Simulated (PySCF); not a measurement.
Energy of Ni⁺ (nickel, charge +1) between two integer charges

The 3d beta orbital of [Ar] 3d9 is emptied in steps (occupation f), with all orbitals relaxed, ending at [Ar] 3d8. Computed with PySCF 2.14 in aug-cc-pVTZ-DK (8s7p5d3f2g, 93 functions), with scalar relativity by spin-free X2C-1e. The exact energy is a straight line in f; departures are measured from the line between the end points of the same method.

```tsv
f	wB97X (eV)
1	0.000
0.8	-0.282
0.6	-0.440
0.4	-0.455
0.2	-0.311
0	0.000
```

```json
{"method": "wB97X", "E(f=0) − E(f=1) (eV)": "18.331", "−ε at f=1 (eV)": "16.645", "−ε at f=0.4 (eV)": "18.644"}
```

Orbital energy along the path (eV):

```tsv
f	wB97X
1	-16.645
0.8	-17.212
0.6	-17.886
0.4	-18.644
0.2	-19.463
0	-20.307
```

Reference removal energy between the ground levels: 18.169 eV (measured; NIST Atomic Spectra Database, ionization energies). The calculation has no spin-orbit coupling. The determinant left behind need not be the lowest term of the ion.
